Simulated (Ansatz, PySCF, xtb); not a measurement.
Complex: SiH4 (SMILES [SiH4]) (first 5 atoms) with CH2O2 (SMILES O=CO); geometry from B3LYP-D3(BJ)/def2-TZVP, rigid monomers moved along the line of their centres of mass till H4···H10 is 1.71 Å.
(charge 0, multiplicity 1):
```xyz
10

Si     0.1066    -0.3192     0.6422
H     -0.2752    -0.5306    -0.7743
H      0.6862    -1.5591     1.1923
H     -1.1432     0.0100     1.3802
H      1.0449     0.8148     0.7412
O      0.9493     0.1049     3.5452
C      0.0761     0.3894     4.3170
O     -1.2179     0.5307     4.0044
H      0.2244     0.5726     5.3887
H     -1.3170     0.3621     3.0489
```

Monomers are frozen at their geometry in the pair; levels with a basis set take the counterpoise correction.

Programs: Ansatz (Gaussian basis) for Hartree–Fock, density functionals and correlated methods; PySCF for the dispersion terms; xtb for the GFN methods. Each number belongs to the level named beside it.

### Question
One of these levels gives -9.40 kcal/mol for the interaction energy. Name it.
A) r2SCAN-D3(BJ)/def2-TZVPPD
B) GFN1-xTB
C) PBE/def2-TZVPPD

### Answer
B, GFN1-xTB. The others give -1.27 (PBE/def2-TZVPPD), -2.50 (r2SCAN-D3(BJ)/def2-TZVPPD)

Ansatz is an electronic-structure program.
